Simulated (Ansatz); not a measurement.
## Which isomer of CH6GeN gives these data?

These gas-phase data were calculated for one isomer of CH6GeN at B3LYP-D3(BJ)/def2-SVP (harmonic, unscaled wavenumbers; equilibrium rotational constants with average atomic masses):

- rotational constants: 13.65, 6.241, 4.62 GHz
- all wavenumbers above 1500 cm⁻¹: 3607, 3517, 3242, 3126, 2100, 2062, 1553

Candidates:

(1) `[CH2][GeH2][NH2]`, a doublet
(2) `[CH3][GeH][NH2]`, a doublet
(3) `C[NH][GeH2]`, a doublet

Question: Assign the data to one candidate and say why.

Answer: Candidate (1). 2 modes lie between 3250 and 3800 cm⁻¹, one for each N–H bond, while (3) has 1. 2 modes lie between 1900 and 2250 cm⁻¹, one for each Ge–H bond, while (2) has 1.

The same quantities for all candidates:

```tsv
	rotational constants (GHz)	wavenumbers above 1500 cm⁻¹	E above the lowest, B3LYP-D3(BJ)/def2-SVP (kcal/mol)
(1)	13.65, 6.241, 4.62	3607, 3517, 3242, 3126, 2100, 2062, 1553	23.1
(2)	13.31, 5.997, 4.42	3612, 3518, 3145, 3136, 3035, 1992, 1547	0.0
(3)	32.1, 3.681, 3.443	3557, 3104, 3044, 2977, 2029, 1983	10.9
```

Harmonic stretches to hydrogen usually lie a few per cent above observed fundamentals. Each candidate is one conformer. Open shells are spin-unrestricted. Programs: Ansatz 0.2.0.
